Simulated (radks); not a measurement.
The numbers below are computed, except where a source is named.
Question: The nitrogen ion N+, configuration 1s1 2s2 2p2 3s1 (not the ground configuration). Level of theory: Dirac Kohn-Sham, LDA (Slater exchange, Perdew-Wang correlation), spin-unpolarised, spherical densities, finite nucleus; open shells fill j = l - 1/2 first; Fermi nuclear charge, rms radius 2.5582 fm (a radial shooting solver on a logarithmic mesh with Libxc functionals). Some entries of the table are withheld. Estimate them.

| orbital | occ. | eigenvalue (hartree) | <r^2> (bohr^2) |
|---|---|---|---|
| 1s1/2 | 1 | -17.19825 | (1) |
| 2s1/2 | 2 | (2) | (3) |
| 2p1/2 | 2 | (4) | (5) |
| 2p3/2 | 0 | (6) | (7) |
| 3s1/2 | 1 | -0.32851 | 14.82 |

Answer: 
(1) 1s1/2 <r^2> (bohr^2): 0.06585
(2) 2s1/2 eigenvalue (hartree): -1.69013
(3) 2s1/2 <r^2> (bohr^2): 1.439
(4) 2p1/2 eigenvalue (hartree): -1.30418
(5) 2p1/2 <r^2> (bohr^2): 1.291
(6) 2p3/2 eigenvalue (hartree): -1.30249
(7) 2p3/2 <r^2> (bohr^2): 1.293
